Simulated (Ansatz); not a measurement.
`[BH2][GeH2][PH2]` at its PBE0-D4/def2-TZVP geometry, where that method's forces vanish. Charge 0, multiplicity 1.

| atom | x (Å) | y (Å) | z (Å) |
| --- | --- | --- | --- |
| B1 | 0.982 | -1.473 | -0.182 |
| Ge2 | 0.551 | 0.518 | 0.035 |
| P3 | -1.675 | 0.555 | 0.774 |
| H4 | 1.283 | -2.132 | 0.767 |
| H5 | 0.867 | -2.012 | -1.242 |
| H6 | 0.698 | 1.351 | -1.252 |
| H7 | 1.353 | 1.208 | 1.154 |
| H8 | -1.862 | 1.913 | 0.403 |
| H9 | -2.197 | 0.072 | -0.457 |

(1) For each bond, give half the difference of the two atoms' forces along it (eV/Å; positive pushes the atoms apart) under PBE-D4, r2SCAN-D4, B3LYP-D4, ωB97M-V in def2-TZVPP. (Estimate.)

Results:

(1) The calculation gave: 
| bond | length (Å) | PBE-D4 | r2SCAN-D4 | B3LYP-D4 | ωB97M-V |
| --- | --- | --- | --- | --- | --- |
| B1–Ge2 | 2.049 | -0.15 | -0.04 | 0.10 | 0.13 |
| B1–H4 | 1.194 | 0.09 | -0.01 | -0.12 | -0.12 |
| B1–H5 | 1.194 | 0.09 | -0.01 | -0.12 | -0.12 |
| Ge2–P3 | 2.345 | 0.19 | 0.07 | 0.20 | -0.03 |
| Ge2–H6 | 1.540 | 0.08 | -0.04 | -0.03 | -0.09 |
| Ge2–H7 | 1.540 | 0.11 | -0.04 | -0.03 | -0.08 |
| P3–H8 | 1.421 | 0.22 | 0.01 | -0.06 | -0.13 |
| P3–H9 | 1.421 | 0.22 | 0.01 | -0.05 | -0.12 |

B3LYP here is the variant with VWN-RPA as its local correlation; programs differ in this.

Results of the Gaussian-basis code of Ansatz.
